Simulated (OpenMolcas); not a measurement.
OpenMolcas input wanted

SnSiH6O: 9 atoms, total charge 0, spin state singlet. SMILES: `[SiH3][O][SnH3]`. The coordinates come from a PBE0-D4/def2-TZVP relaxation.

```xyz
9

Si   -0.7075    1.1063   -0.9618
O     0.5496    0.2327   -0.4110
Sn    0.8371   -1.1457    0.9564
H    -1.7860    0.2281   -1.5020
H    -0.2330    2.0041   -2.0464
H    -1.3096    1.9374    0.1212
H     2.4937   -1.4998    0.8299
H    -0.1660   -2.4609    0.5447
H     0.4101   -0.4484    2.4520
```

Settings wanted:

```yaml
method: HF
reference: RHF
relativity: sfX2C
basis_set: ANO-R0
task: energy
localisation: Pipek-Mezey
nucleus: finite
```

Give an OpenMolcas 26.06 job that does this.

One that was run (others would do as well):

input.xyz:
```
9

Si    -0.707500     1.106300    -0.961800
O      0.549600     0.232700    -0.411000
Sn     0.837100    -1.145700     0.956400
H     -1.786000     0.228100    -1.502000
H     -0.233000     2.004100    -2.046400
H     -1.309600     1.937400     0.121200
H      2.493700    -1.499800     0.829900
H     -0.166000    -2.460900     0.544700
H      0.410100    -0.448400     2.452000
```

step1.input:
```
>>> EXPORT MOLCAS_PRINT=2

&GATEWAY
  Coord=input.xyz
  Basis=ANO-R0
  Group=NoSym

&SEWARD

&SCF
  PrOrbitals=0

&LOCALISATION
  Occupied
  Freeze
  Pipek-Mezey

&LOCALISATION
  FileOrb=$Project.LocOrb
  Virtual
  Pipek-Mezey
```

```bash
$ export MOLCAS_MEM=1860
$ pymolcas step1.input > step1.log
```

Calculated total energy: -6541.02897 Eh.
